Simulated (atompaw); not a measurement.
**Building the PAW (atompaw) potential for Ga (PBE, scalar-relativistic).**

- Element: Ga (Z = 31)
- Generator: atompaw 4.2.0.5
- Type: PAW
- Functional: PBE
- Relativity: scalar-relativistic
- Frozen core: [Ar] 3d10
- Valence charge: 3
- Reference configuration: 4s2 4p1
- Partial waves: 4s (bound): rc 2.60 bohr; 4s channel at -0.35 Ry: rc 2.60 bohr; 4p (bound): rc 2.60 bohr; 4p channel at 0.1 Ry: rc 2.60 bohr; 4d channel at 0.15 Ry: rc 2.60 bohr
- Local potential: bessel scheme, radius 2.35 bohr
- Core correction: smooth core density matched at 1.95 bohr
- Augmentation charge: sinc compensation charge, radius 2.15 bohr; PAW radius 2.60 bohr; waves and projectors: custom rrkj vanderbiltortho

Poles of the logarithmic derivatives, all-electron (AE) and pseudo (PS). s: poles at 0.4 (AE) and 0.4 (PS) Ry. p: poles at 1.5 (AE) and 1.5 (PS) Ry. d: poles at -1.4, 3.4 (AE) and 3.1 (PS) Ry. Test radius 2.62 bohr.

* Cutoffs needed: 6 Ry and 8 Ry (the cutoffs (Ry, on a coarse ladder) from which the occupation-weighted sum of valence levels, in a spherical-Bessel basis at the reference potential, stays within 10 and 1 mRy of its value at 400 Ry)
* Ghost test: no extra level below or beside the all-electron valence levels (s, p, d, f tested) (spherical-Bessel basis up to 400 Ry, 20 bohr box)
* Lowest eigenvalue of the overlap operator: 0.46 (s channel)
* Overlap eigenvalues printed by atompaw (projector basis): 0.096, 0.478, 3.1, 178, 1.11e+03
* Share of each valence orbital outside the PAW sphere: 4s 33 %, 4p 65 %
